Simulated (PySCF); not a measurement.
Work out the structure from these simulated measurements.

Formula: H4O3Si.

| Quantity | Value |
| --- | --- |
| Triplet | lowest triplet excitation (Tamm–Dancoff): 8.01 eV [TDA wB97X-D/def2-SVPD] |
| XPS | Si2p3/2 108.4, O1s 538.9 (×3), Si1s 1848.6 eV [ΔSCF SCAN, pcX-2 on the ionised atom, pcseg-1 elsewhere, spin-free X2C, 2p3/2 from a spin–orbit splitting computed afterwards within the 2p shell] |
| Dipole | 0.54 D [wB97X-D/def2-SVPD] |
| Polarisability | 37.5 au [wB97X-D/def2-SVPD] |
| Rotational structure | rotational constants A, B, C: 6.837, 6.814, 3.911 GHz [PBE0-D3(BJ)/def2-SVP] |
| NMR, other nuclei | isotropic shieldings of nuclei other than C and H, by class: 279 (3 O), 399 (1 Si) ppm [GIAO PBE0/pcSseg-1] |
| 1H NMR | chemical shifts (computed TMS as zero) by class: 4.84 (1 H), 1.89 (3 H) ppm [GIAO PBE0/pcSseg-1] |
| UV, first state | lowest singlet excitation: 8.41 eV (147 nm, f = 0.080) [TDDFT wB97X-D/def2-SVPD] |

Electronic properties: PySCF, gas phase, density fitting. Levels stand in brackets. Isolated species at its PBE0-D3(BJ)/def2-SVP geometry (one conformer only). Each NMR value is the plain mean over a class of atoms that symmetry, rotation or inversion makes alike.

**Question.** What is the compound? Reason from the data.

**Answer.** Numbering: `[OH:1][SiH:2]([OH:3])[OH:4]`. Its formula, H4O3Si, gives 0 degrees of unsaturation, so no ring and no π bond. Hydrogen classes from least to most shielded: 1 H on an oxygen-bound silicon, Si2 (4.84 ppm), 3 H on 3 silanol oxygens, O1/O3/O4 (1.89 ppm). The other shieldings belong to: 279 ppm, silanol oxygen [O1/O3/O4]; 399 ppm, oxygen-bound silicon [Si2]. The core levels belong to: Si2p3/2 108.4 eV, oxygen-bound silicon [Si2]; O1s 538.9 eV, silanol oxygen [O1/O3/O4]; Si1s 1848.6 eV, oxygen-bound silicon [Si2]. The optimised geometry has point group C3 and is an oblate symmetric top (the spread among constants that symmetry makes equal is optimisation noise). Structure: `O[SiH](O)O`. The assignments are read from this structure; whether some other isomer fits the data as well wasn't checked.

The values belong to the conformer `[OH:1][SiH:2]([OH:3])[OH:4]`: H–O1–Si2–O3 -156°, H–O3–Si2–O1 -38°, H–O4–Si2–O1 -157°.
